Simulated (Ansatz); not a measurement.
`C=C[Si](F)(F)F` + `CSS` → `F[Si](F)(F)S` + `C=CSC`  (formal exchange of groups at the Si–C bond)

Gas-phase electronic energies from Ansatz, PBE0-D4/def2-TZVP geometries. CBS: MP2 limit from def2 TZ/QZ plus the TZ coupled-cluster correction, frozen cores. Functionals use def2-TZVPP. Each species was taken in one conformer, which may not be the lowest.

| level | ΔE (kJ/mol) |
| --- | --- |
| r2SCAN-D4 | -45.1 |
| BHLYP-D4 | -35.9 |

Question: What does CCSD(T)/CBS give? (Estimate.)

Answer: Computed: -39.0 kJ/mol. The listed levels differ from it by -6.1, 3.1 kJ/mol.

Largest T1 diagnostic among the species: 0.012.

In def2-TZVPP, CCSD(T) changes the Hartree–Fock value by −8.5 kJ/mol (the triples alone add −1.6 kJ/mol) and MP2 by −14.3 kJ/mol. Leaving LDA and LC-ωPBE aside and taking each functional with its dispersion term where it has one, the values, not all of them listed here, spread over 10.2 kJ/mol, from B97M-V to BLYP-D4. LDA lies −5.9 kJ/mol from PBE without D4. At CCSD(T), def2-SVP lies −10.1 kJ/mol from the extrapolated value and def2-TZVPP −2.9 kJ/mol.
